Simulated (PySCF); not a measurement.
Heteronuclear NMR

Geometry (Å), atoms numbered from 1 in this order:
```xyz
13

N     3.6354    0.7962   -0.9653
C     2.5750    0.4975   -0.6490
C     1.2824    0.1163   -0.2552
C     0.9335   -1.0963    0.4277
C    -0.4069   -1.0703    0.6166
N    -0.9116    0.0996    0.0851
C    -2.2365    0.4829    0.0852
O    -2.6466    1.5037   -0.3827
C     0.1263    0.8227   -0.4472
H     1.6186   -1.8651    0.7235
H    -1.0536   -1.7852    1.0855
H    -2.8767   -0.2733    0.5732
H    -0.0437    1.7717   -0.9150
```

In vacuum, non-relativistic Hamiltonian, single conformer. Geometry from GFN2-xTB; shieldings: GIAO PBE0/pcSseg-1; couplings computed with B3LYP/pcJ-1 (without the spin–dipole term); PySCF.

Q: Predict the 15N NMR data.

A: 
```csv
atoms,environment,σ (ppm),δ (ppm)
N1,nitrile nitrogen,-55.8,-96.7
N6,pyrrole-type ring nitrogen,35.2,-180.5
```

Shieldings were converted by a linear fit to measured shifts: 15N (scatter 6.3 ppm rms vs CH3NO2, solution or neat liquid). Occasional misses reach two or three times the rms, and more in compound classes unlike the fitted ones. Couplings are scaled by factors fitted to measured values: 3J(H,H) × 0.92 (rms 0.5 Hz); all others are unscaled and can be 10–30 % off.

Couplings (the largest are listed; each averaged over equivalent pairs): 2J(N6,H12) = -18.2 Hz, 2J(N6,H11) = -4.3 Hz, 2J(N6,H13) = -3.6 Hz, 3J(N6,H10) = -5.5 Hz. Signs are for 15N, whose magnetogyric ratio is negative.

On a 500 MHz spectrometer 15N resonates near 50.7 MHz, so 1 ppm is 50.7 Hz.

Q: What are the 17O shifts?

A: 
```tsv
atoms	environment	σ (ppm)	δ (ppm)
O8	amide-type carbonyl oxygen	-176.3	427.3
```

Shieldings were converted by a linear fit to measured shifts: 17O: δ = 266.70 − 0.911σ (rms 10.7 ppm, 155 shifts, 12.2 ppm with the 3 outliers that the fit left out vs liquid water, solution or neat liquid). A few per cent of atoms miss by over 2 rms, more outside the fitted compound classes. Couplings are scaled by factors fitted to measured values: 3J(H,H) × 0.92 (rms 0.5 Hz); all others are unscaled and can be 10–30 % off.

Couplings (the largest are listed; each averaged over equivalent pairs; quadrupolar broadening usually hides them): 2J(O8,H12) = -6.2 Hz.

On a 600 MHz spectrometer 17O resonates near 81.3 MHz, so 1 ppm is 81.3 Hz.
